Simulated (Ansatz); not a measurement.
Geometry optimisation, RKS B3LYP/def2-SVP (Ansatz).

Input file:

```yaml
crystal:
  periodic: [false, false, false]
  atoms:
    - { symbol: C, position_ang: [0.26314, 1.22228, -1.12939] }
    - { symbol: "N", position_ang: [0.14105, 0.29378, -0.27249] }
    - { symbol: B, position_ang: [0.11608, -0.62374, 0.68624] }
    - { symbol: F, position_ang: [0.24429, -2.00459, 0.39402] }
    - { symbol: H, position_ang: [-0.78873, 1.50462, -1.53837] }
    - { symbol: H, position_ang: [0.02417, -0.39236, 1.85999] }
total_charge: -1
basis:
  gaussian: { orbitals: def2-SVP }
hamiltonian:
  xc: b3lyp
relax:
  f_tol: 0.02
  max_steps: 50
```

Launched with:

```bash
$ ansatz run input.yaml --threads 1 --pin off --max-ram 2048MiB --backend cpu --events-out ev --progress --plain --runs-dir out
```

Q: Where does it end, and by what steps?

A: The forces met the threshold. Limits of this set-up: an anion without diffuse functions, the dipole of an ion depends on the origin. After 9 steps the energy has fallen by 0.038 eV; H6 moved furthest, 0.03 Å.

| step | energy less start (eV) | largest force component (eV/Å) | accepted |
| --- | --- | --- | --- |
| 0 | 0.0000 | 1.679 | yes |
| 1 | -0.0096 | 0.833 | yes |
| 2 | -0.0252 | 0.940 | yes |
| 3 | -0.0297 | 0.717 | yes |
| 4 | 0.1338 | 1.201 | no |
| 5 | -0.0370 | 0.110 | yes |
| 6 | -0.0360 | 0.081 | no |
| 7 | -0.0379 | 0.068 | yes |
| 8 | -0.0380 | 0.028 | yes |
| 9 | -0.0381 | 0.015 | yes |

```xyz
6
Properties=species:S:1:pos:R:3
C 0.263 1.231 -1.139
N 0.126 0.315 -0.266
B 0.126 -0.644 0.692
F 0.246 -2.001 0.381
H -0.780 1.497 -1.556
H 0.018 -0.399 1.888
```

Whether the end is a true minimum wasn't checked by a vibrational analysis.

Run time: 20 s on 1 thread of Arm Neoverse V1 (shared host), peak memory 0.15 GiB.
